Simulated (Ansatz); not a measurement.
Basis-set extrapolation for CH3FOSSi (`OC1(F)[SiH2]S1`) (PBE0-D4/def2-TZVP geometry, frozen core, Ansatz 0.2.0). Multiplicity 1, RHF reference.

|  | def2-TZVPP | def2-QZVPP |
| --- | --- | --- |
| HF | -900.469956 | -900.499481 |
| MP2 correlation | -0.938245 | -1.018157 |
| CCSD(T) correlation | -1.009321 | not run |

Energies in hartree. Use E(X) = E(∞) + A·exp(−7.88·√X) for Hartree–Fock and E(X) = E(∞) + B·X^(−2.97) for correlation, with X = 3 and 4, and add CCSD(T) minus MP2 of the smaller set to the MP2 limit.

What is the CCSD(T) energy at the basis-set limit?

HF limit: -900.499481 + (-0.029525) × 0.13774 = -900.50355. MP2 limit: -1.018157 + (-0.079912) × 0.74074 = -1.07735. Higher-order term: -1.009321 − (-0.938245) = -0.07108. Total: -901.65198 hartree, 4.70 eV below CCSD(T)/def2-TZVPP.
